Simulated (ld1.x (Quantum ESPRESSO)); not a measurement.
Pseudopotential generation for Bi (Z = 83): RRKJ, LDA (PZ), scalar-relativistic.

bismuth (Bi), norm-conserving RRKJ (Kleinman–Bylander form), made with ld1.x (Quantum ESPRESSO) 7.5 (LDA (PZ), scalar-relativistic). Core [Xe] 4f14, reference 5d10 6s1.75 6p3.25. Waves: 6s (bound): rc 1.60 bohr; 5d (bound): rc 1.75 bohr; 5f channel at 0.4 Ry: rc 2.20 bohr; 6p (bound): rc 2.45 bohr. Local part: the p channel. Core correction: none. rho0 = 0.02.

All-electron outer shells of the reference configuration (LDA (PZ), scalar-relativistic, ld1.x):

```
shell  level (eV)  outermost node (bohr)  outermost maximum (bohr)
   4f     -153.40                      –                      0.34
   5p      -96.40                   0.48                      0.86
   5d      -27.60                   0.51                      1.03
   6s      -15.03                   0.98                      1.86
   6p       -4.94                   1.14                      2.44
```

(1) Does this generation succeed?

Answers

(1) No. ld1.x (Quantum ESPRESSO) 7.5 stopped with "compute_chi: n is too large": the Bessel-function wave could not be built (negative determinant in compute_phi), and the routine for χ then failed on it.
